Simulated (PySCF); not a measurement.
Molfile (atoms numbered from 1):
```
C6H8OSi
     RDKit          3D

 16 16  0  0  0  0  0  0  0  0999 V2000
    1.6895    0.4176    2.0620 C   0  0  0  0  0  0  0  0  0  0  0  0
    1.0116   -0.2269    1.3139 C   0  0  0  0  0  0  0  0  0  0  0  0
    0.2278   -0.9950    0.3781 C   0  0  2  0  0  0  0  0  0  0  0  0
    1.0929   -1.2508   -0.8677 C   0  0  0  0  0  0  0  0  0  0  0  0
    1.9315   -2.0912   -1.0334 O   0  0  0  0  0  0  0  0  0  0  0  0
    0.1689    0.0952   -1.9031 Si  0  0  0  0  0  4  0  0  0  0  0  0
   -0.8997   -0.1814   -0.3218 C   0  0  2  0  0  0  0  0  0  0  0  0
   -1.4296    1.0133    0.4562 C   0  0  0  0  0  0  0  0  0  0  0  0
    2.2681    0.9720    2.7387 H   0  0  0  0  0  0  0  0  0  0  0  0
   -0.1070   -1.9151    0.8656 H   0  0  0  0  0  0  0  0  0  0  0  0
   -0.3943   -0.2885   -3.1925 H   0  0  0  0  0  0  0  0  0  0  0  0
    0.8653    1.3760   -1.9436 H   0  0  0  0  0  0  0  0  0  0  0  0
   -1.7373   -0.8573   -0.5185 H   0  0  0  0  0  0  0  0  0  0  0  0
   -1.8746    0.6949    1.3983 H   0  0  0  0  0  0  0  0  0  0  0  0
   -0.6302    1.7152    0.6808 H   0  0  0  0  0  0  0  0  0  0  0  0
   -2.1906    1.5307   -0.1244 H   0  0  0  0  0  0  0  0  0  0  0  0
  1  2  3  0
  2  3  1  0
  3  4  1  0
  4  5  2  0
  4  6  1  0
  6  7  1  0
  7  8  1  0
  7  3  1  0
  1  9  1  0
  3 10  1  1
  6 11  1  0
  6 12  1  0
  7 13  1  6
  8 14  1  0
  8 15  1  0
  8 16  1  0
M  END
```

PySCF 2.14 calculation with σ from GIAO-PBE0/pcSseg-1 and GFN2-xTB geometry; non-relativistic, no solvent model, one averaged value for each set of equivalent atoms, one conformer.

Scale: 13C, 1H, 29Si against TMS; 17O against H2O (reference shieldings calculated alike).

```json
{"atoms": "H9", "nucleus": "1H", "count": "1", "δ (ppm)": "2.13"}
{"atoms": "C7", "nucleus": "13C", "count": "1", "δ (ppm)": "18.6"}
{"atoms": "H14/H15/H16", "nucleus": "1H", "count": "3", "δ (ppm)": "1.65"}
{"atoms": "C4", "nucleus": "13C", "count": "1", "δ (ppm)": "233.1"}
{"atoms": "Si6", "nucleus": "29Si", "count": "1", "δ (ppm)": "-15.0"}
{"atoms": "C2", "nucleus": "13C", "count": "1", "δ (ppm)": "?"}
{"atoms": "H11", "nucleus": "1H", "count": "1", "δ (ppm)": "?"}
{"atoms": "O5", "nucleus": "17O", "count": "1", "δ (ppm)": "834.2"}
{"atoms": "H12", "nucleus": "1H", "count": "1", "δ (ppm)": "5.23"}
{"atoms": "C1", "nucleus": "13C", "count": "1", "δ (ppm)": "87.4"}
{"atoms": "C8", "nucleus": "13C", "count": "1", "δ (ppm)": "?"}
{"atoms": "C3", "nucleus": "13C", "count": "1", "δ (ppm)": "63.0"}
{"atoms": "H10", "nucleus": "1H", "count": "1", "δ (ppm)": "?"}
{"atoms": "H13", "nucleus": "1H", "count": "1", "δ (ppm)": "2.15"}
```

Q: Fill in the missing shifts.

A: 
- C2: 81.7 ppm, alkyne carbon; the triple bond shields along its axis, which puts it between sp3 and sp2 carbons
- C8: 17.2 ppm, methyl carbon; saturated and bonded to C and H only
- H11: 5.09 ppm, hydrogen on a silicon bonded to 2 C, in a 4-membered ring
- H10: 3.95 ppm, hydrogen on an sp3 CH α to a carbonyl

Shifts are as computed. Against solution values, carbons near 30 ppm lie about +3 ppm off and those near 130 ppm about +5 ppm. Of 1211 compounds with measured shifts, 218 miss one by over three times the rms of a fit or turn the order of signals round; such compounds aren't used in these exercises. Unscaled 17O shifts of doubly bonded oxygen tend to come out too high, by tens of ppm or more. Experimental scales use liquid or dissolved standards, which lie at an offset from isolated H2O (liquid H2O: subtract about 36 ppm).
